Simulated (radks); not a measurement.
Results of a calculation; reference values are marked as such.
Spherical quantum dot in the effective-mass picture: electrons in a parabolic well V = omega^2 r^2 / 2 with omega = 0.121, all in effective atomic units (hartree* = m*/eps^2 hartree, bohr* = eps/m* bohr), one dielectric constant everywhere. Level of theory: non-relativistic Kohn-Sham, LDA (Slater exchange, Perdew-Wang correlation), spin-polarised, spherical densities (a radial shooting solver with Libxc functionals). Levels are named by radial order and angular momentum (1s, 1p, 1d, 2s, ...), and open shells are averaged over m.

N = 11, configuration 1s2 1p6 1d(up 3, down 0). This is the lowest configuration that the search found. Occupied and some empty levels:

level,occupation,eigenvalue (hartree*),<r> (bohr*)
1s up,1,1.6645,5.934
1s down,1,1.6751,5.753
1p up,3,1.7011,6.868
1p down,3,1.7142,6.820
1d up,3,1.7496,7.536
1d down,0,1.7634,7.547
2s up,0,1.7805,6.013
2s down,0,1.7871,6.103
1f up,0,1.8074,8.081
1f down,0,1.8211,8.123
2p up,0,1.8474,6.935
2p down,0,1.8551,6.948

Energy (hartree*): total 11.3310, kinetic 0.77942, external 4.0855, Hartree 7.9487, exchange-correlation -1.4827.

Electron density:

r (bohr*),n(r) (e/bohr*^3)
0.285,0.001803
1.36,0.002104
2.43,0.002735
3.51,0.003530
4.58,0.004213
5.66,0.004423
6.73,0.003883
7.80,0.002690
8.88,0.001393
9.95,0.0005192
11.0,0.0001377
12.1,0.00002547
13.2,3.415e-06
14.2,3.232e-07
